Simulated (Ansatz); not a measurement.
`N[BH][SbH2]` + `C=C=N` → `C=C=[N][SbH2]` + `BN` at 700 K and 1 bar (cleavage of the Sb–B bond).

Calculated with Ansatz (gas phase, PBE0-D4/def2-TZVP geometries, no zero-point term in ΔE). CBS: MP2 limit from def2 TZ/QZ plus the TZ coupled-cluster correction, frozen cores. This one scheme is used for every species. def2 core potentials past Kr. For Sb outer-core shells are correlated without core-valence functions, which leaves a few kJ/mol of doubt a bond. Each species was taken in one conformer, which may not be the lowest.

```tsv
species	CCSD(T)/CBS energy (Eh)	H − E (kJ/mol)	S (J/(mol·K))
`N[BH][SbH2]`	-322.54254	200.6	400.7
`C=C=N`	-132.55079	156.4	309.8
`C=C=[N][SbH2]`	-373.15774	189.2	425.1
`BN`	-81.93499	163.7	282.2
```

H − E and S are ideal-gas, rigid-rotor, harmonic terms from PBE0-D4/def2-TZVP, for one conformer and one mirror image of each species. 1 Eh = 2625.50 kJ/mol, R = 8.31446 J/(mol·K).

**Question.** By hand: ΔE, ΔH, ΔS and ΔG.

**Answer.** ΔE = (-373.15774) + (-81.93499) − (-322.54254) − (-132.55079) = 0.00060 Eh = 1.6 kJ/mol. Δ(H − E) = 189.2 + 163.7 − 200.6 − 156.4 = -4.1, so ΔH = -2.5 kJ/mol. ΔS = 425.1 + 282.2 − 400.7 − 309.8 = -3.2 J/(mol·K). ΔG = -2.5 − 700 × (-3.2)/1000 = -0.3 kJ/mol.

**Question.** By hand: the equilibrium constant, and the temperature at which ΔG would vanish if ΔH and ΔS stayed fixed.

**Answer.** log₁₀ K = −ΔG/(RT ln 10) = 0.0. ΔG = 0 at ΔH/ΔS = 781 K, though so small a ΔH makes that figure unsure.

TΔS isn't small against ΔH here. The sign of ΔG lies within the doubt. A doubt of 5 kJ/mol in ΔE shifts log₁₀ K by 0.4 here. Other conformers and mirror images would add mixing entropy, several J/(mol·K) or more a flexible species. These are equilibria of isolated gas molecules and say nothing of rates. Largest T1 diagnostic: 0.015 (customary marks: 0.02 for closed shells, 0.045 for open ones).
